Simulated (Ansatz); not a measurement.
ClFH₂OSeZr (`[OH][Zr]([F])([Cl])[SeH]`). Charge 0, multiplicity 1. Correlated methods include outer-core shells of Se, Zr, which these sets cover unevenly. Scalar relativity is left out up to krypton. Zr takes the def2 core potential.

```csv
atom,x (Å),y (Å),z (Å)
O1,0.352,0.286,1.805
Zr2,-0.351,0.052,0.072
F3,-1.323,1.568,-0.518
Cl4,-1.771,-1.817,-0.030
Se5,1.706,-0.291,-1.442
H6,0.580,0.416,2.722
H7,0.807,-0.214,-2.607
```

Problem. Give the diagnostics of a CCSD(T)/def2-TZVPP run (frozen core, Ansatz). (Best estimate.)

Solution. Ansatz gave: T1 = 0.0156, largest single amplitude 0.029, largest double 0.024, (T) share of the correlation energy 4.0 %, 12 CCSD cycles. The RHF solution is stable towards an unrestricted one. T1 lies under the customary mark of 0.02 for closed shells.
